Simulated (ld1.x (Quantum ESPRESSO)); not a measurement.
## What one change does to a pseudopotential (barium, TM)

Ba, norm-conserving Troullier–Martins (Kleinman–Bylander form), made with ld1.x (Quantum ESPRESSO) 7.5 (Wu–Cohen, scalar-relativistic). Core [Xe], reference 5d0.5 6s1.5 6p0. Waves: 6p (bound, empty): rc 4.20 bohr; 5d (bound): rc 3.00 bohr; 4f channel at -0.05 Ry: rc 4.35 bohr; 6s (bound): rc 4.20 bohr. Local part: the s channel. Core correction: Bessel-smoothed model core, default radius (core density twice the valence density).

All-electron outer shells of the reference configuration (Wu–Cohen, scalar-relativistic, ld1.x):

```json
{"shell": "5s", "level (eV)": "-33.02", "outermost node (bohr)": "0.80", "outermost maximum (bohr)": "1.47"}
{"shell": "5p", "level (eV)": "-18.11", "outermost node (bohr)": "0.86", "outermost maximum (bohr)": "1.67"}
{"shell": "6s", "level (eV)": "-3.00", "outermost node (bohr)": "1.97", "outermost maximum (bohr)": "4.21"}
{"shell": "5d", "level (eV)": "-1.65", "outermost node (bohr)": "1.00", "outermost maximum (bohr)": "2.52"}
{"shell": "6p", "level (eV)": "-1.08", "outermost node (bohr)": "2.38", "outermost maximum (bohr)": "5.47"}
```

Change: local potential the d channel.

Cutoffs: the cutoffs (Ry, on a coarse ladder) from which the occupation-weighted sum of valence levels, in a spherical-Bessel basis at the reference potential, stays within 10 and 1 mRy of its value at 400 Ry; they do not see the model core or the augmentation charge, which bear on the density cutoff. Errors are all-electron minus pseudo energies relative to the spin-unpolarised reference configuration.

How do hardness, ghosts and transferability respond?

Both files are so soft that the ladder of cutoffs tells neither apart; a bound ghost appears in p, s, which as a rule spoils a file; the number of tests that count goes from 7 to 4; of the 4 tests that both files solve, the error grows in 2 and shrinks in 0 by more than 15 % and 0.3 meV (median size 21.9 → 23.9 meV); the range in which the d phases agree widens (upper end 0.5 → 3.0). In the separable form a ghost depends on how the local part lies against the semilocal potential of the channel, so the choice of the local part can create or remove one.

```tsv
quantity	base	changed
cutoff, loose	8 Ry	8 Ry
cutoff, tight	10 Ry	10 Ry
bound ghosts	none	s, p
tests counted (converged, no solver errors)	7 of 7	4 of 7
error for 5d0 6s2 6p0, meV [ΔE -0.65 eV]	-12	-13
error for 5d0 6s1 6p0, meV [ΔE 4.72 eV]	-28	-36
error for 5d0 6s1.5 6p0, meV [ΔE 1.50 eV]	-16	-19
error for 5d1 6s0 6p0, meV [ΔE 5.32 eV]	-29	-29
s: phases at 4.68 bohr within 0.05 rad from the reference energy up to (Ry; the scan ends near 5)	0.8	1.0
p: phases at 4.68 bohr within 0.05 rad from the reference energy up to (Ry; the scan ends near 5)	0.8	0.0
d: phases at 4.68 bohr within 0.05 rad from the reference energy up to (Ry; the scan ends near 5)	0.5	3.0
f: phases at 4.68 bohr within 0.05 rad from the reference energy up to (Ry; the scan ends near 5)	0.1	0.1
```

Changed file: Tests not counted: 5d0 6s0 6p2 (solver errors, printed error -7.0 eV); 5d0 6s0 6p1 (solver errors, printed error -1.9 eV); 5d0 6s1 6p1 (solver errors, printed error -6.9 eV). A true bound ghost makes a file unfit for plane-wave use even where its test errors are small: the radial tests pick states by their node count and pass the ghost by. Where a test does run into it, the solver fails or the error is huge.
